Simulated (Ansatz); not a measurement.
Mulliken charges of FH3O2Si2, SMILES `O[Si]1(F)O[SiH2]1` from B3LYP/def2-TZVPP in Ansatz (PBE0-D4/def2-TZVP geometry).

```csv
atom,x (Å),y (Å),z (Å),charge (e)
O1,-1.839,0.661,0.523,-0.369
Si2,-0.283,0.212,0.591,0.747
F3,0.180,0.366,2.105,-0.306
O4,0.051,-1.261,-0.074,-0.419
Si5,1.048,-0.271,-1.064,0.254
H6,-2.226,1.066,1.302,0.198
H7,2.499,-0.559,-0.943,-0.052
H8,0.662,-0.271,-2.497,-0.053
```

By hand: the dipole of these point charges (1 e Å = 4.8032 D).

Σ q r = (0.051, 0.516, -0.196) e Å, of length 0.554 e Å = 2.66 D.

How does the dipole of the full density compare? (Estimate.)

Ansatz gave: (-0.008, 0.339, -0.039) e Å, 1.64 D; the point charges give 1.62 times that, at 16° from its direction.

Point charges leave out the atoms' own dipoles, such as those of lone pairs, and Mulliken's split depends on the basis, so the two needn't agree.

B3LYP here is the variant with VWN-RPA as its local correlation; programs differ in this.
